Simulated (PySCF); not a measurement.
## Ga2: from constants to spectrum

UHF-CCSD(T) constants of Ga2, ³Πu (triplet), unpaired electrons σ ↑, π ↑ (Ga def2-TZVPP; no relativity (PySCF 2.14); masses 68.9256 and 68.9256 u):

| Item | Value |
| --- | --- |
| ωe | 182.8 cm⁻¹ |
| ωexe | 0.63 cm⁻¹ |
| Be | 0.069061 cm⁻¹ |
| αe | 0.000326 cm⁻¹ |
| De to Ga + Ga | 1.38 eV |

What force constant and bond length do these constants imply?

Reduced mass μred = 34.463 u; k = 5.8918×10⁻⁷·μred·ωe² (u, cm⁻¹, mdyn/Å) = 0.679 mdyn/Å; Re = √(16.8576/(μred·Be)) (u, cm⁻¹, Å) = 2.661 Å.

Estimate the centrifugal constant D from the Kratzer relation and find the Dunham coefficient a1.

D = 4Be³/ωe² = 3.94e-08 cm⁻¹; a1 = −1 − αeωe/(6Be²) = -3.08.

Correlated steps freeze 18 core orbitals. Spin–orbit coupling is left out. The state is the lowest determinant that a PBE0 search found; another state may lie lower at other levels.
